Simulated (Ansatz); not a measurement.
Heat of formation of CH2BrCl (bromochloromethane) from total energies

The species is CH2BrCl (5 atoms), meant as a singlet with charge 0. SMILES: `ClCBr`. Geometry: relaxed at PBE0-D4/def2-TZVP.

Total energies at B2PLYP/def2-SVPD, 15 core orbitals frozen (Ansatz 0.2.0); the atoms run unrestricted:

| species | state | energy (Eh) |
| --- | --- | --- |
| CH2BrCl | singlet | -3072.597730 |
| Cl | doublet | -459.859256 |
| C | triplet | -37.778074 |
| Br | doublet | -2573.407992 |
| H | doublet | -0.497926 |

Harmonic wavenumbers at PBE0-D4/def2-TZVP, in cm⁻¹: 228, 627, 763, 858, 1154, 1252, 1449, 3138, 3220.

Measured heats of formation of the gaseous atoms at 298.15 K, in kJ/mol: Cl 121.3, C 716.9, Br 111.9, H 218.0. Spin-orbit lowering of the atoms at 298 K (mean of the ground term's levels less their thermal mean, from spectra), in kJ/mol: Cl 3.44, C 0.02, Br 14.69. Take 1 Eh = 2625.50 kJ/mol, 1 cm⁻¹ = 0.0119627 kJ/mol, RT = 2.479 kJ/mol.

Problem. Work out the heat of formation of the gas at 298 K.

Solution. 
1. Electronic atomisation energy: (-459.859256) + (-37.778074) + (-2573.407992) + 2 × (-0.497926) − (-3072.597730) = 0.556556 Eh = 1461.2 kJ/mol.
2. Zero-point energy: half the sum of the wavenumbers, 6344.5 cm⁻¹ = 75.9 kJ/mol.
3. Thermal vibrational enthalpy, Σ hcν̃/(exp(hcν̃/kT) − 1): 2.2 kJ/mol. Translation, rotation and pV of a non-linear molecule: 4 RT = 9.9 kJ/mol.
4. The 5 free atoms carry 5/2 RT each: 31.0 kJ/mol.
5. Spin-orbit coupling lowers the free atoms by 3.44 + 0.02 + 14.69 = 18.1 kJ/mol.
6. Atomisation enthalpy at 298 K: 1461.2 − 18.1 − 75.9 − 2.2 − 9.9 + 31.0 = 1386.1 kJ/mol.
7. Sum of the atoms' heats of formation: 1386.1 kJ/mol. Heat of formation: 1386.1 − 1386.1 = 0.0 kJ/mol.

The tabulated value is -44.7 kJ/mol (Active Thermochemical Tables), so this level is off by +44.7 kJ/mol, or 3.1 % of the atomisation enthalpy that the table implies (1430.7 kJ/mol). Relativity is left out. A double-zeta basis underbinds. Anharmonicity and any spin-orbit splitting of the molecule are left out, and so is core correlation.
